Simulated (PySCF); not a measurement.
# Exercise with solution: oscillator strength and radiative lifetime

Br2Hf, SMILES [Br][Hf][Br], multiplicity 1.

Geometry: PBE-D3(BJ)/def2-SVP. The multiplicity is an assumed one; other spin states were not compared. The def2 effective core potentials stand for the cores of Hf; spin–orbit coupling is left out.

TDDFT-ωB97X/def2-SVPD (PySCF 2.14.0) puts the first singlet state with f over 0.02 at 4.58 eV (vertical), with the transition dipole (0.000, 0.000, -1.566) in atomic units.

Question: Find the oscillator strength, the wavelength and the radiative lifetime that this transition would have in vacuum if emission retraced absorption.

Answer: 
|μ|² = 2.4524 au, so |μ| = 3.98 D. ΔE = 4.58/27.211 = 0.1683 hartree. f = (2/3) ΔE |μ|² = 0.275 (the program prints 0.275).
λ = 1239.84/4.58 = 271 nm; ν = 36940 cm⁻¹.
Einstein's coefficient A = 0.6670 ν² f s⁻¹ (ν in cm⁻¹) = 2.5e8 s⁻¹, so τ = 1/A = 4.0 ns. This state is S5; the lower singlets have f = 0.001, 0.001, 0.000, 0.001. The figure is the radiative limit of this one transition; relaxation, internal conversion, crossing to triplets and a medium change what is measured.
